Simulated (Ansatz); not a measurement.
Basis-set extrapolation for CH3K (`[CH3][K]`) (PBE0-D4/def2-TZVP geometry, frozen core, the Gaussian-basis code of Ansatz). Multiplicity 1, RHF reference. For K the program correlates outer-core shells too, which these sets cover unevenly, so the extrapolated numbers aren't a true limit.

```json
{"": "HF", "def2-TZVPP": "-638.726191", "def2-QZVPP": "-638.740953"}
{"": "MP2 correlation", "def2-TZVPP": "-0.366169", "def2-QZVPP": "-0.429063"}
{"": "CCSD(T) correlation", "def2-TZVPP": "-0.403220", "def2-QZVPP": "-0.475784"}
```

Energies in hartree. Use E(X) = E(∞) + A·exp(−7.88·√X) for Hartree–Fock and E(X) = E(∞) + B·X^(−2.97) for correlation, with X = 3 and 4.

Problem. What is the CCSD(T) energy at the basis-set limit?

Solution. HF limit: -638.740953 + (-0.014762) × 0.13774 = -638.74299. Correlation limit: -0.475784 + (-0.072564) × 0.74074 = -0.52954. Total: -639.27253 hartree, 375.8 kJ/mol below CCSD(T)/def2-TZVPP.
